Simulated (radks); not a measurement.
Effect of the nuclear size on the iron ion Fe3+, [Ar] 3d5. Calculated with a radial shooting solver on a logarithmic mesh with Libxc functionals: Dirac Kohn-Sham, exchange-only LDA, spin-unpolarised, spherical densities, finite nucleus; open shells fill j = l - 1/2 first; Fermi nuclear charge, rms radius 3.7377 fm. The rms radius is varied about that value; shifts are against it.

rms radius (fm),total energy shift (eV),density at nucleus (e/bohr^3),1s1/2 shift (meV),2s1/2 shift (meV),3s1/2 shift (meV)
3.1658,-0.0312,1.511e+04,-13.2,-1.19,-0.177
3.5209,-0.0124,1.504e+04,-5.27,-0.475,-0.070
3.7377,0,1.5e+04,0.000,0.000,0.000
3.9134,0.0106,1.497e+04,4.49,0.405,0.060
4.3058,0.0358,1.491e+04,15.2,1.37,0.204

Slopes of the eigenvalues against <r^2> in GHz/fm^2, as finite differences over the two radii next to the reference (eigenvalue slopes, not the field-shift constants of lines): 1s1/2 809, 2s1/2 72.9, 3s1/2 10.8.
